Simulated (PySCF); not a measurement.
dimethylboranyl formate (C3H7BO2), SMILES CB(C)OC=O.

Geometry optimised at PBE-D3(BJ)/def2-SVP. Other conformers were not sampled.

These are PBE-D3(BJ)/def2-SVP (PySCF) values and carry that method's errors.

Harmonic, unscaled wavenumbers; measured fundamentals usually lie a few per cent lower.

### Question
List the normal modes with their intensities. (Estimate from the structure and the level; the computed values follow.)

### Answer

```tsv
mode	ν (cm⁻¹)	IR (km/mol)	moving atoms (share of kinetic energy)
1	52	3.0	O 51 %, C 27 %, H 21 %
2	63	1.7	H 94 %
3	125	1.2	H 97 %
4	175	4.9	O 60 %, C 19 %, H 17 %
5	202	6.6	C 38 %, H 32 %, O 25 %
6	300	0.1	C 41 %, H 41 %, O 11 %
7	358	2.8	H 31 %, C 29 %, B 20 %, O 19 %
8	410	4.5	H 42 %, B 29 %, O 20 %, C 9 %
9	647	3.4	H 64 %, C 29 %
10	689	2.1	C 50 %, H 39 %, O 11 %
11	733	14.1	O 64 %, C 19 %, H 17 %
12	805	7.3	H 60 %, C 30 %
13	832	2.8	H 58 %, C 28 %, O 10 %
14	910	38.2	H 39 %, B 38 %, C 21 %
15	1002	6.8	H 55 %, C 39 %
16	1116	42.2	C 39 %, B 25 %, H 20 %, O 17 %
17	1143	49.0	H 49 %, B 45 %
18	1217	495.1	O 31 %, H 28 %, B 24 %, C 17 %
19	1275	268.4	H 58 %, C 23 %, B 15 %
20	1298	137.2	H 50 %, C 29 %, B 20 %
21	1363	16.7	H 88 %
22	1367	6.3	H 92 %
23	1378	9.6	H 93 %
24	1389	20.5	H 89 %
25	1393	20.9	H 89 %
26	1798	245.1	C 58 %, O 39 %
27	2937	88.1	H 92 %, C 8 %
28	2963	0.1	H 96 %
29	2972	1.0	H 97 %
30	3036	4.0	H 91 %, C 9 %
31	3049	5.2	H 91 %, C 9 %
32	3082	12.2	H 90 %, C 10 %
33	3087	12.2	H 91 %, C 9 %
```
